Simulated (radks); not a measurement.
The numbers below are computed, except where a source is named.
Fractional charge and spin in the 5p shell of terbium: the spin-up occupation runs from 2 to 3 and the spin-down occupation from 2 to 3; the fullest corner is Tb3+, [Kr] 4d10 4f(up 4, down 4) 5s2 5p(up 3, down 3). Level of theory: scalar-relativistic Kohn-Sham, r2SCAN, spin-polarised, spherical densities, finite nucleus; meta-GGA in the generalised Kohn-Sham scheme; Fermi nuclear charge, rms radius of each element as measured or else 0.836 A^(1/3) + 0.57 fm (a radial shooting solver on a logarithmic mesh with Libxc functionals). Energy (eV) above the fullest corner. The planes named below are the two flat planes that join the four corners, with an edge along up + down = one added electron.

\begin{tabular}{lrrrrr}
down \ up & 2 & 2.25 & 2.5 & 2.75 & 3 \\ \hline
2 & 135.097 & 115.053 & 95.875 & 77.561 & 60.108 \\
2.25 & 115.053 & 95.968 & 77.740 & 60.366 & 43.843 \\
2.5 & 95.875 & 77.740 & 60.452 & 44.008 & 28.406 \\
2.75 & 77.561 & 60.366 & 44.008 & 28.485 & 13.793 \\
3 & 60.108 & 43.843 & 28.406 & 13.793 & 0.000 \\
\end{tabular}

Corners above the fullest one (they belong to Tb4+ and the next ion): (up 3, down 2) 60.108 eV, (up 2, down 3) 60.108 eV, (up 2, down 2) 135.10 eV. With half an added electron in each spin the energy lies 0.344 eV from the planes, and with half an added electron in spin up alone -1.727 eV. The planes are only a guide here: the flat-plane condition holds for ground states with one frontier orbital, while this shell lies below other occupied shells, so the corners above the fullest one are inner-hole states and not the ground states of those ions.
